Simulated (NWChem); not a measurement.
Basis-set dependence for diselenium (Se$_{2}$)

```
Se
Se 1 2.1994
```
Charge 0, spin multiplicity 3.

The numbers come from NWChem runs, not from measurements. The geometry was optimised at UPBE/def2-SVP, a minimum by its harmonic frequencies.

Hartree-Fock energies in Ha, correlation energies in mHa.

The Hamiltonian is non-relativistic. The correlated methods keep 18 core orbitals frozen. The Pople sets run with spherical d functions. The unpaired electrons of the parent sit in orbitals of symmetry b2g and b3g (D2h labels of the run); other states weren't searched. The stability of the SCF solutions was not checked. Open-shell Hartree-Fock references start from PBE0 orbitals. Coupled-cluster values serve here as a point of comparison, not as the truth.

```csv
basis,functions,UHF,UMP2,SCS-UMP2,CCSD on ROHF,CCSD[T] on ROHF,CCSD(T) on ROHF,CCSD on UHF,CCSD[T] on UHF,CCSD(T) on UHF
6-31G*,64,-4799.09208,-498.0,-451.6,-502.0,-515.9,-515.6,-493.1,-506.4,-505.7
def2-SVP,64,-4799.10615,-447.6,-406.6,-456.5,-472.7,-472.3,-447.6,-463.1,-462.3
def2-TZVP,96,-4799.70455,-507.3,-467.1,not run,not run,not run,not run,not run,not run
def2-QZVP,150,-4799.79981,-647.0,-596.1,not run,not run,not run,not run,not run,not run
```

From def2-TZVP to def2-QZVP the Hartree-Fock energy moves by -95.3 mHa and the UMP2 correlation energy by -139.7 mHa, which is 22 % of its value in the larger set.
